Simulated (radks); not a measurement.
Values are calculated unless marked as measured or tabulated.
Q: Valence configurations of Mo3+ (all share [Kr]). Level of theory: Dirac Kohn-Sham, PBE, spin-unpolarised, spherical densities, finite nucleus; open shells fill j = l - 1/2 first; Fermi nuclear charge, rms radius 4.4091 fm (a radial shooting solver on a logarithmic mesh with Libxc functionals). Order these by energy: 5s1 5p2; 4d2 5s1; 4d2 5s0.5 5p0.5; 4d1 5p2; 4d1 5s1 5p1; 4d1.5 5s0.5 5p1; 4d2 5p1; 4d2.5 5p0.5; 4d0.5 5s1.5 5p1; 4d3.

A: From the lowest, in eV above it: 4d3 0.000; 4d2.5 5p0.5 6.303; 4d2 5s1 7.144; 4d2 5s0.5 5p0.5 10.157; 4d2 5p1 13.178; 4d1.5 5s0.5 5p1 17.525; 4d1 5s1 5p1 22.299; 4d0.5 5s1.5 5p1 27.513; 4d1 5p2 28.666; 5s1 5p2 39.866. NIST lists [Kr] 4d3 as the ground configuration; this level of theory agrees among the configurations tried. The energies are those of spherical spin-averaged densities, not of single terms.
